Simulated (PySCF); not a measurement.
Bonding in `C1=C[C@H](c2ccco2)[SiH2]C1`

C8H10OSi.
Atom-mapped SMILES: `[CH:1]1=[CH:2][C@H:3]([c:4]2[cH:5][cH:6][cH:7][o:8]2)[SiH2:9][CH2:10]1` (hydrogens: H11 on C1; H12 on C2; H13 on C3; H14 on C5; H15 on C6; H16 on C7; H17, H18 on Si9; H19, H20 on C10)

Structure used (PBE0-D3(BJ)/def2-SVP), in Å, numbered top down from 1:
```
atom  x, y, z in Å
C1    -2.3892   -0.1420   -0.6656
C2    -1.3525    0.7068   -0.6346
C3    -0.4051    0.6890    0.5403
C4     0.9816    0.3327    0.1481
C5     1.5107   -0.3307   -0.9243
C6     2.9205   -0.4158   -0.6862
C7     3.1359    0.1987    0.5087
O8     1.9676    0.6555    1.0168
Si9   -1.2393   -0.6033    1.6959
C10   -2.6078   -1.1005    0.4750
H11   -3.0792   -0.1457   -1.5172
H12   -1.1590    1.4028   -1.4583
H13   -0.3779    1.6754    1.0369
H14    0.9523   -0.7120   -1.7759
H15    3.6734   -0.8735   -1.3241
H16    4.0250    0.3912    1.1030
H17   -1.7836    0.0224    2.9399
H18   -0.3165   -1.7132    2.0746
H19   -3.6178   -0.9948    0.9058
H20   -2.5285   -2.1488    0.1384
```

Bond orders from the PBE0/pcSseg-1 density (PySCF). The structure is a single PBE0-D3(BJ)/def2-SVP conformer in the gas phase; no vibrational or solvent corrections.

**Question.** How far do the computed orders between heavy atoms stray from the drawn ones?

**Answer.** The largest departure is 0.464, at O8–C4 (drawn aromatic, 1.036), counting aromatic bonds as 1.5. Drawn single, order below 0.88: C3–Si9 (0.825). The bonds drawn aromatic range from 1.04 to 1.62.

**Question.** Give the Mayer order of every bond, beside its length.

**Answer.** 
| bond | drawn as | length (Å) | Mayer order |
| --- | --- | --- | --- |
| C1–C2 | double | 1.340 | 1.894 |
| C2–C3 | single | 1.509 | 1.026 |
| C3–C4 | single | 1.485 | 1.017 |
| C4–C5 | aromatic | 1.367 | 1.569 |
| C5–C6 | aromatic | 1.432 | 1.246 |
| C6–C7 | aromatic | 1.361 | 1.620 |
| C7–O8 | aromatic | 1.353 | 1.072 |
| C3–Si9 | single | 1.924 | 0.825 |
| Si9–C10 | single | 1.900 | 0.899 |
| C10–C1 | single | 1.506 | 1.034 |
| O8–C4 | aromatic | 1.353 | 1.036 |
| C1–H11 | single | 1.096 | 0.962 |
| C2–H12 | single | 1.096 | 0.968 |
| C3–H13 | single | 1.105 | 0.905 |
| C5–H14 | single | 1.087 | 1.002 |
| C6–H15 | single | 1.088 | 0.982 |
| C7–H16 | single | 1.087 | 0.988 |
| Si9–H17 | single | 1.495 | 0.950 |
| Si9–H18 | single | 1.492 | 0.956 |
| C10–H19 | single | 1.103 | 0.935 |
| C10–H20 | single | 1.104 | 0.931 |

Bonds between the same two heavy elements. C–C: lowest C3–C4 (1.017, 1.485 Å), highest C1–C2 (1.894, 1.340 Å). C–O: lowest O8–C4 (1.036, 1.353 Å), highest C7–O8 (1.072, 1.353 Å). C–Si: lowest C3–Si9 (0.825, 1.924 Å), highest Si9–C10 (0.899, 1.900 Å).

**Question.** Sum the orders of all bonds at each heavy atom with more than one neighbour and set the sums beside the valence in the SMILES.

**Answer.** C1 3.890 (drawn 4), C2 3.888 (drawn 4), C3 3.773 (drawn 4), C4 3.622 (drawn 4), C5 3.817 (drawn 4), C6 3.848 (drawn 4), C7 3.680 (drawn 4), O8 2.108 (drawn 2), Si9 3.630 (drawn 4), C10 3.799 (drawn 4). Orders between atoms that aren't bonded are not in these sums.

For a closed shell the Mayer order of atoms A and B is Σ (PS)μν (PS)νμ over the basis functions μ on A and ν on B, with P the density and S the overlap matrix.
